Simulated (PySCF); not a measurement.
Al(Me)(OH)(SeH) (CH5AlOSe), SMILES [CH3][Al]([OH])[SeH]. Heavy atoms are numbered as in [Al:1]([CH3:2])([OH:6])[SeH:8]. Hydrogens are named by the atom that carries them.

Geometry optimised at PBE0-D3(BJ)/def2-SVP. The structure was generated by enumeration; whether it is a known compound was not checked. Other conformers were not sampled.

Method: PBE0/pcSseg-1 run with PySCF.

GIAO shieldings, no solvent; atoms alike by connectivity are averaged. δ = σ(ref) − σ: ¹³C against TMS (σ = 186.3 ppm); ¹H against TMS (σ = 31.56 ppm); ¹⁷O against H2O (σ = 334.2 ppm); ⁷⁷Se against Me2Se (σ = 1740.1 ppm), references at their B3LYP-D3(BJ)/def2-TZVP geometries, non-relativistic.

Computed chemical shifts:
| nucleus | atoms | count | δ (ppm) |
|---|---|---|---|
| ¹³C | C2 (CH3) | 1 | -10.2 |
| ¹H | H on O6 | 1 | 2.52 |
| ¹H | H on Se8 | 1 | 0.57 |
| ¹H | H on C2 | 3 | 0.13 |
| ¹⁷O | O6 (OH) | 1 | 66.8 |
| ⁷⁷Se | Se8 (SeH) | 1 | -441.0 |
